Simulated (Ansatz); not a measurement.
Abridged output of a molecular run in Ansatz:

```
Functional definition: HF
2045 factors; integrals over basis functions are off by at most 1.5e-3 eV
mean field evaluation 1: about -178002.4199 eV, gradient 3.2e1 eV
mean field evaluation 2: about -178002.4962 eV, gradient 3.2e1 eV
mean field evaluation 4: about -178006.1186 eV, gradient 4.7e0 eV
mean field evaluation 8: about -178006.1960 eV, gradient 4.6e-4 eV
mean field -178006.19600955 eV, -6541.6070464177 hartree, gradient 3.0e-6 eV, S^2 0.000000; 0 other end points of the search recorded, 0 dependent functions left out
31 core orbitals not correlated: weight in the atoms' cores, before any rotation towards them, 1.000 or more for the frozen orbitals, at most 0.000 for the correlated occupied ones
reference -178006.19600955 eV, -6541.6070464177 hartree; 34, 34 occupied and 137, 137 virtual orbitals, 2045 factors
second order -32.09979950 eV of doubles, -0.00000000 eV of singles
cycle   1  -32.18800541 eV  change   -8.8e-2 eV  update   1.5e-1
cycle   2  -33.30423760 eV  change    -1.1e0 eV  update   4.5e-2
cycle   3  -33.47692914 eV  change   -1.7e-1 eV  update   2.3e-2
cycle   4  -33.46496173 eV  change    1.2e-2 eV  update   6.8e-3
cycle   5  -33.46665040 eV  change   -1.7e-3 eV  update   4.0e-3
cycle   6  -33.46738027 eV  change   -7.3e-4 eV  update   1.6e-3
cycle   7  -33.46679686 eV  change    5.8e-4 eV  update   9.6e-4
cycle   8  -33.46673772 eV  change    5.9e-5 eV  update   3.9e-4
cycle   9  -33.46682524 eV  change   -8.8e-5 eV  update   1.6e-4
cycle  10  -33.46678262 eV  change    4.3e-5 eV  update   7.5e-5
perturbative correction -1.17522601 eV, -0.0431887595 hartree
Total energy: -178040.83801819 eV, -6542.8801167539 hartree
```

Its atoms:

Cartesian coordinates in Å:
```
B -0.357 2.168 1.451
Ge -0.809 1.125 -0.254
Se 1.136 0.706 -1.642
C 2.311 0.155 -0.180
C -1.189 -0.777 -0.066
C -1.823 -1.327 0.966
Ga -0.246 -1.586 -1.651
H 0.771 2.398 1.767
H -1.238 2.493 2.188
H -1.771 1.842 -1.221
H 3.137 -0.393 -0.628
H 1.770 -0.499 0.503
H 2.680 1.037 0.338
H -2.250 -0.759 1.792
H -1.966 -2.405 1.033
H 0.866 -2.669 -1.382
H -1.022 -1.509 -3.016
```

(1) Which basis set was used?
A. cc-pV(Q+d)Z
B. def2-SVP
C. def2-QZVPP
D. def2-SVPD

(2) Write the keys of the input that set method, charge and spin (a neutral closed shell needs none for the last two).

Answers

(1) B. It gives 202 functions.

(2) 
```yaml
correlation: {method: ccsd_t}
```
